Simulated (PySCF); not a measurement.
Excitation energy of Cl+ by level of theory

Cl+ [Ne] 3s2 3p4 (3P) → Cl+ [Ne] 3s2 3p3 3d1 (5D), as a difference of total energies. Computed with PySCF 2.14 in aug-cc-pVDZ-DK, with scalar relativity by spin-free X2C-1e. Correlated levels: valence: [Ne] frozen. The calculations carry no spin-orbit coupling.

```json
{"method": "UHF", "excitation energy (eV)": "14.717"}
{"method": "MP2 (valence)", "excitation energy (eV)": "15.382"}
{"method": "SCS-MP2 (valence)", "excitation energy (eV)": "15.399"}
{"method": "CCSD (valence)", "excitation energy (eV)": "15.391"}
{"method": "CCSD(T) (valence)", "excitation energy (eV)": "15.409"}
{"method": "CCSDT (valence)", "excitation energy (eV)": "15.412"}
```

Q: How much does correlation contribute at CCSD(T) (valence)?

A: 15.409 − (14.717) = 0.692 eV, measured against UHF.

Errors of the correlated levels include the incompleteness of this basis and the frozen core.

The promoted electron is Rydberg-like, and one or two diffuse shells describe it only roughly, which tends to raise the upper state.

For comparison: 13.633 eV (measured; NIST levels, between the centres of gravity of the two terms).
